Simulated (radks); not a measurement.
Neutral manganese inside a hard spherical wall (all orbitals vanish at R), configuration held at [Ar] 3d5 4s2 and not refilled when levels cross. All-electron calculation, non-relativistic Kohn-Sham, LDA (Slater exchange, VWN5 correlation), spin-polarised, spherical densities, point nucleus; open shells are filled with parallel spins first. Program: a radial shooting solver on a logarithmic mesh with Libxc functionals. Eigenvalues in eV for spin up, with the zero of energy where the potential of the charges vanishes at infinity; a dash marks a level that is unbound or too diffuse for the functional's potential to be trusted. A positive occupied level is held by the wall or, in an anion where self-interaction has pushed it up, behind a barrier. The pressure on the wall is -dE/dV.

| R (bohr) | E (hartree) | kinetic (hartree) | e(3s) | e(3p) | e(3d) | e(4s) | e(4p, empty) | e(5s, empty) | pressure (GPa) |
|---|---|---|---|---|---|---|---|---|---|
| free | -1148.64409 | 1147.208 | -85.180 | -55.631 | -8.580 | -5.605 | -1.679 | -0.065 | 0 |
| 20 | -1148.64409 | 1147.208 | -85.180 | -55.631 | -8.580 | -5.605 | -1.679 | 0.029 | < 0.0001 |
| 15 | -1148.64409 | 1147.208 | -85.180 | -55.631 | -8.580 | -5.604 | -1.677 | 0.253 | < 0.0001 |
| 12 | -1148.64405 | 1147.209 | -85.175 | -55.626 | -8.575 | -5.600 | -1.659 | 0.731 | 0.000789 |
| 7 | -1148.63162 | 1147.291 | -84.631 | -55.082 | -8.048 | -5.122 | -0.742 | 6.412 | 0.663 |
| 5 | -1148.52582 | 1147.767 | -82.549 | -53.014 | -6.069 | -2.773 | 2.787 | 20.567 | 12.8 |
| 4 | -1148.25014 | 1148.787 | -79.377 | -49.887 | -3.046 | 1.881 | 8.994 | 41.810 | 72.8 |
| 3 | -1147.10026 | 1152.592 | -71.415 | -42.082 | 4.978 | 17.805 | 28.298 | 99.221 | 604 |
| 2 | -1139.69286 | 1175.717 | -44.530 | -14.636 | 35.965 | 97.960 | 114.66 | 314.23 | 11000 |
| 1.5 | -1119.77828 | 1231.424 | 4.389 | 37.054 | 92.162 | 266.69 | 282.12 | 686.54 | 78600 |
